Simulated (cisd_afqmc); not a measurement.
Input (AFQMC/CISD/cc-pV(D+d)Z; cisd_afqmc is a phaseless AFQMC code with CISD trial states that reads the integrals written by Ansatz): A basis named .json is the Basis Set Exchange file of that set.

Ansatz 0.2 input:
```python
import cisd_afqmc

open("ham.yaml", "w").write("""\
crystal:
  periodic: [false, false, false]
  atoms:
    - {symbol: C, position_ang: [-1.14981457, -0.05477791, -0.04502006]}
    - {symbol: Si, position_ang: [0.54785519, 0.02610017, 0.02145083]}
    - {symbol: H, position_ang: [-1.76847219, 0.83159725, -0.09957680]}
    - {symbol: H, position_ang: [-1.68390593, -0.99607076, -0.03559828]}
    - {symbol: H, position_ang: [1.39794796, -1.17454559, 0.09584332]}
    - {symbol: H, position_ang: [1.28334497, 1.30228411, 0.00914054]}
basis:
  gaussian:
    orbitals: cc-pV_D+d_Z.json
magnetization: {spin_polarized: false}
correlation: {method: ccsd, electrons: outside_noble_gas, hamiltonian_folder: ham}
""")
rep = cisd_afqmc.ansatz("ham.yaml")
e_ccsd = rep["correlation"]["coupled_cluster"]["energy"]["hartree"]
out = cisd_afqmc.run("ham", e_ccsd, trial="CISD", walkers=100, populations=8, threads=8, dt=0.005, steps=40, early=24, settle=10, least=32,
    cut=5e-5, rank_cut=2e-4, target=0.0004, seconds=1500, seed=1, memory=17280, gpu=False)
```

Output:

```
orbitals 51, occupied [6], factors 302 of 561, rank of the doubles 120 of 270
E(HF) = -329.065438
E(CCSD) on the cut factors = -329.342774, shift to the whole factors -0.000016
Energy of the trial state on the determinant = -329.342761
  tau behind 7.2 of longer steps, mean of the populations' last blocks
   2.0  -329.35324
   4.0  -329.35343
   6.0  -329.35292
   8.0  -329.35374
blocks 432 (0 outliers left out), error by blocks joined: 1: 0.00020, 2: 0.00025, 4: 0.00031, 8: 0.00035, 16: 0.00040
E(AFQMC/CISD) = -329.35340 +/- 0.00040
```
